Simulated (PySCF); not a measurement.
C₂H₅Te, SMILES C[Te][CH2] (connectivity only; charge and spin as stated), charge +1, multiplicity 1.

Geometry optimised at B3LYP-D3(BJ)/def2-SVP. The spin state was assumed, not searched. The isomer is the one that the SMILES or the coordinates give; other isomers of the formula were not compared. The def2 effective core potentials stand for the cores of Te; spin–orbit coupling is left out.

Calculation: B3LYP-D3(BJ)/def2-SVP run with PySCF.

Frequencies are harmonic and unscaled.

| mode | ν (cm⁻¹) | IR (km/mol) | Raman (Å⁴/amu) | depolarisation | moving atoms (share of kinetic energy) |
|---|---|---|---|---|---|
| 1 | 52 | 0.4 | 0.5 | 0.75 | H 95 % |
| 2 | 217 | 0.1 | 7.6 | 0.73 | C 60 %, H 31 %, Te 10 % |
| 3 | 503 | 0.7 | 28.9 | 0.28 | C 77 %, H 13 %, Te 10 % |
| 4 | 520 | 0.2 | 2.5 | 0.75 | H 100 % |
| 5 | 740 | 12.6 | 39.8 | 0.26 | C 73 %, H 17 %, Te 10 % |
| 6 | 780 | 3.9 | 1.0 | 0.48 | H 85 %, C 15 % |
| 7 | 862 | 34.1 | 0.3 | 0.75 | H 84 %, C 15 % |
| 8 | 884 | 9.9 | 3.5 | 0.72 | H 82 %, C 18 % |
| 9 | 903 | 34.1 | 1.2 | 0.75 | H 80 %, C 20 % |
| 10 | 1260 | 7.4 | 2.2 | 0.23 | H 87 %, C 13 % |
| 11 | 1376 | 3.5 | 3.7 | 0.73 | H 87 %, C 13 % |
| 12 | 1410 | 15.2 | 8.7 | 0.75 | H 95 % |
| 13 | 1426 | 25.9 | 15.8 | 0.67 | H 95 % |
| 14 | 3058 | 9.5 | 144.6 | 0.02 | H 98 % |
| 15 | 3129 | 37.2 | 124.2 | 0.12 | H 95 % |
| 16 | 3185 | 10.6 | 76.1 | 0.75 | H 90 %, C 10 % |
| 17 | 3201 | 8.6 | 54.5 | 0.72 | H 90 %, C 10 % |
| 18 | 3264 | 36.2 | 72.0 | 0.73 | H 89 %, C 11 % |
